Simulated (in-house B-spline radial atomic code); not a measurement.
A run on Se (an excited or competing configuration) that did not converge. Method: scalar-relativistic (X2C) wB97X, spin-polarised, spherical fractional occupations, Fermi nucleus of rms radius 4.14 fm; computed with an all-electron radial atomic-structure program (B-spline basis).

Command:
```bash
python run_scf.py task.json out
```
Settings (nuclear radius in fm, mass in u):
```
Z                34
configuration    [Ar] 3d10 4s1 4p4 4d1
hamiltonian      x2c
method           wb97x
spin_polarised   True
nucleus          fermi
rms_radius       4.14
atomic_mass      79.91652
speed_of_light   137.035999084
```

First and last ten iterations of the last attempt (damped for 15 steps, keeping 80 % of the old Fock matrix, then DIIS):
```
 iter        energy (Eh)    residual
    1       -2428.411580    3.96e-01
    2       -2428.805447    1.04e-01
    3       -2429.005942    6.24e-02
    4       -2429.087344    3.72e-02
    5       -2429.112957    2.56e-02
    6       -2429.121459    1.81e-02
    7       -2429.124997    1.30e-02
    8       -2429.126599    9.66e-03
    9       -2429.127406    7.24e-03
   10       -2429.127862    5.46e-03
  111       -2429.128972    1.81e-03
  112       -2429.129149    1.60e-03
  113       -2429.129419    6.08e-04
  114       -2429.129436    3.00e-04
  115       -2429.129422    1.18e-03
  116       -2429.129461    7.27e-04
  117       -2429.129472    5.07e-04
  118       -2429.129415    9.82e-04
  119       -2429.129466    7.87e-04
  120       -2429.129480    1.40e-04
 not converged after 120 iterations
```

The smallest residual met was 1.1e-04; the threshold is about 3e-07. No energy from this run should be used. Run time, properties included: 49 s on 1 thread of Arm Neoverse N1, on a shared host.
